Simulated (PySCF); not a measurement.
# Exercise with solution: entropy of an ideal gas

F4S, SMILES FS(F)(F)F.

Geometry optimised at PBE0-D3(BJ)/def2-SVP.

PBE0-D3(BJ)/def2-SVP run with PySCF gives the harmonic wavenumbers 217, 346, 449, 517, 518, 602, 834, 886, 907 cm⁻¹ and the rotational temperatures 0.3080, 0.1923, 0.1511 K. The molar mass is 108.05 g/mol, the symmetry number 2, the spin multiplicity 1.

Q: Work out the entropy at 298.15 K and 1 atm in the rigid-rotor, harmonic-oscillator model.

A: 
Translation (Sackur–Tetrode at 1 atm): S = R[1.5 ln M + 2.5 ln T − 1.16487] = 167.1 J/(mol K).
Rotation: q = (√π/σ) T^1.5/√(θA θB θC) = 48200, S = R[ln q + 3/2] = 102.1 J/(mol K).
Vibration: with u = 1.4388 ν/T, each mode gives R[u/(e^u − 1) − ln(1 − e^−u)]:
```json
[
 {"ν (cm⁻¹)": "217", "modes": "1", "u": "1.05", "S (J/(mol K))": "8.30"},
 {"ν (cm⁻¹)": "346", "modes": "1", "u": "1.67", "S (J/(mol K))": "4.96"},
 {"ν (cm⁻¹)": "449", "modes": "1", "u": "2.17", "S (J/(mol K))": "3.34"},
 {"ν (cm⁻¹)": "517", "modes": "1", "u": "2.49", "S (J/(mol K))": "2.58"},
 {"ν (cm⁻¹)": "518", "modes": "1", "u": "2.50", "S (J/(mol K))": "2.57"},
 {"ν (cm⁻¹)": "602", "modes": "1", "u": "2.91", "S (J/(mol K))": "1.87"},
 {"ν (cm⁻¹)": "834", "modes": "1", "u": "4.02", "S (J/(mol K))": "0.76"},
 {"ν (cm⁻¹)": "886", "modes": "1", "u": "4.28", "S (J/(mol K))": "0.62"},
 {"ν (cm⁻¹)": "907", "modes": "1", "u": "4.38", "S (J/(mol K))": "0.57"}
]
```
These are all the modes. Sum 25.6 J/(mol K).
Spin: R ln 1 = 0.0 J/(mol K).
Total 294.8 J/(mol K); the program's own thermochemistry gives 294.8. Translation makes up 57 % and vibration 9 %. Anharmonicity, hindered rotation and orbital degeneracy are left out.
